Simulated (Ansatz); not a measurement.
Total energies of Si2Sn5 from Ansatz at PBE0-D4/def2-SVP, gas phase (1 Eh = 27.2114 eV = 2625.5 kJ/mol). The reference geometry is relaxed at PBE-D4/def2-SVP.

```xyz
7

Si   -0.204   -0.507    1.020
Si    0.852   -2.028   -0.612
Sn   -1.842   -1.479   -0.983
Sn   -2.182    1.288    0.306
Sn    0.336    0.710   -1.568
Sn    0.547    2.141    1.278
Sn    2.494   -0.123    0.560
```

```json
{"state": "charge 0 singlet", "geometry": "reference", "energy (Eh)": "-1650.33638"}
{"state": "charge 1 doublet", "geometry": "reference", "energy (Eh)": "-1650.07319"}
{"state": "charge -1 doublet", "geometry": "reference", "energy (Eh)": "-1650.39548"}
{"state": "free Si atom (triplet)", "geometry": "–", "energy (Eh)": "-289.15194"}
{"state": "free Sn atom (triplet)", "geometry": "–", "energy (Eh)": "-214.25429"}
```

In the def2 sets Sn takes a core potential; there is no spin–orbit coupling.

Q: Work out the vertical ionisation energy to the doublet.

A: E(charge 1 doublet) − E(charge 0 singlet) = -1650.07319 − (-1650.33638) = 0.26319 Eh = 7.16 eV. For comparison, −ε of the highest occupied level is 5.76 eV at this level, 1.40 eV less.

Q: Work out the vertical electron affinity, to the doublet.

A: E(charge 0 singlet) − E(charge -1 doublet) = -1650.33638 − (-1650.39548) = 0.05910 Eh = 1.61 eV. The basis lacks diffuse functions, which makes affinities too small.

Q: Give the fundamental gap IE − EA, the Mulliken electronegativity (IE + EA)/2 and the hardness (IE − EA)/2.

A: From the values in Eh: IE − EA = 0.26319 − 0.05910 = 0.20409 Eh = 5.55 eV; (IE + EA)/2 = 4.38 eV; (IE − EA)/2 = 2.78 eV. The HOMO–LUMO gap of the same run is 2.91 eV, 2.64 eV smaller than the fundamental gap.

Q: What is the binding energy per atom against free atoms?

A: Atoms: 2 × (-289.15194) + 5 × (-214.25429) = -1649.57533 Eh. Binding: -1649.57533 − (-1650.33638) = 0.76105 Eh = 20.71 eV, or 2.96 eV for each of 7 atoms (no zero-point energy, no counterpoise term).

 

The structure comes from a short search, and lower isomers may exist.
